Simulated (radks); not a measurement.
Fractional charge and spin in the 5p shell of mercury: the spin-up occupation runs from 2 to 3 and the spin-down occupation from 2 to 3; the fullest corner is Hg3+, [Kr] 4d10 4f14 5s2 5d(up 4.5, down 4.5) 5p(up 3, down 3). All-electron calculation, scalar-relativistic Kohn-Sham, SCAN, spin-polarised, spherical densities, finite nucleus; meta-GGA in the generalised Kohn-Sham scheme; Fermi nuclear charge, rms radius of each element as measured or else 0.836 A^(1/3) + 0.57 fm. Program: a radial shooting solver on a logarithmic mesh with Libxc functionals. Energy (eV) above the fullest corner. The planes named below are the two flat planes that join the four corners, with an edge along up + down = one added electron.

| down \ up | 2 | 2.5 | 3 |
|---|---|---|---|
| 2 | 239.800 | 172.924 | 110.380 |
| 2.5 | 172.924 | 110.939 | 53.149 |
| 3 | 110.380 | 53.149 | 0.000 |

Corners above the fullest one (they belong to Hg4+ and the next ion): (up 3, down 2) 110.38 eV, (up 2, down 3) 110.38 eV, (up 2, down 2) 239.80 eV. With half an added electron in each spin the energy lies 0.559 eV from the planes, and with half an added electron in spin up alone -2.165 eV. The planes are only a guide here: the flat-plane condition holds for ground states with one frontier orbital, while this shell lies below other occupied shells, so the corners above the fullest one are inner-hole states and not the ground states of those ions.
